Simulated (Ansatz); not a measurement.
CH4Cl2GeO2 (`C[O][Ge]([OH])([Cl])[Cl]`). The species carries charge 0 and has multiplicity 1. Correlated methods include outer-core shells of Ge, which these sets cover unevenly. Scalar relativity is left out up to krypton.

Cartesian coordinates in Å:
```
C 0.4525 1.2244 -1.0052
O 0.4767 -0.1390 -0.6180
Ge -0.4064 -0.6951 0.7840
O -0.1149 -2.4107 0.9015
Cl -2.4860 -0.3023 0.5786
Cl 0.2578 0.2913 2.5461
H 1.0784 1.3178 -1.8934
H -0.5618 1.5523 -1.2529
H 0.8565 1.8712 -0.2202
H 0.4472 -2.7100 0.1796
```

(1) Give the diagnostics of a CCSD(T)/def2-TZVPP run (frozen core, the Gaussian-basis code of Ansatz). (Best estimate.)

Answers

(1) Computed: T1 = 0.0110, largest single amplitude 0.019, largest double 0.015, (T) share of the correlation energy 3.9 %, 9 CCSD cycles. The RHF solution is stable towards an unrestricted one. T1 lies under the customary mark of 0.02 for closed shells.
